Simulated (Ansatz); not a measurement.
CH7B2N, SMILES `BCBN`, relaxed with RKS PBE0-D4/def2-TZVP in Ansatz 0.2.0 from a PBE-D4/def2-SVP geometry. The force threshold is 0.005 eV/Å; the program also tests the step.

Total charge 0; spin multiplicity 1.

Start:

```xyz
11

B    -1.128    0.806    0.553
C     0.321    0.466    0.967
B     0.459   -0.795   -0.015
N     0.579   -0.616   -1.401
H    -1.351    1.641   -0.311
H    -2.078    0.187    1.003
H     1.069    1.242    0.706
H     0.446    0.099    2.003
H     0.410   -1.939    0.402
H     0.668   -1.393   -2.056
H     0.605    0.302   -1.851
```

```tsv
step	energy (eV)	largest force (eV/Å)	largest move (Å)
1	-3990.8675	0.487	0.000
2	-3990.9068	0.123	0.023
3	-3990.9101	0.149	0.049
4	-3990.9123	0.041	0.015
5	-3990.9128	0.020	0.014
6	-3990.9138	0.021	0.058
7 (rejected)	-3990.9036	0.704	0.020
8	-3990.9140	0.015	0.010
9	-3990.9144	0.014	0.043
10	-3990.9144	0.044	0.023
11	-3990.9146	0.021	0.017
12	-3990.9148	0.060	0.027
13	-3990.9150	0.040	0.032
14	-3990.9152	0.067	0.075
15	-3990.9154	0.038	0.012
16	-3990.9155	0.019	0.013
17 (rejected)	-3990.9153	0.065	0.046
18	-3990.9156	0.013	0.022
19	-3990.9158	0.037	0.085
20	-3990.9158	0.027	0.012
21	-3990.9159	0.021	0.017
22	-3990.9160	0.014	0.049
23 (rejected)	-3990.9160	0.025	0.034
24	-3990.9160	0.010	0.017
25	-3990.9160	0.013	0.020
26	-3990.9161	0.008	0.005
27	-3990.9161	0.004	0.002
```

End:

```xyz
11

B    -1.235    0.843    0.713
C     0.256    0.475    0.830
B     0.383   -0.800   -0.108
N     0.794   -0.682   -1.431
H    -1.602    1.697   -0.046
H    -2.068    0.236    1.325
H     0.933    1.264    0.493
H     0.514    0.136    1.838
H     0.102   -1.894    0.292
H     0.886   -1.471   -2.047
H     1.038    0.196   -1.858
```

Run time 85 s (2 threads of an Arm Neoverse V1 on a shared host); peak host memory 0.32 GiB.
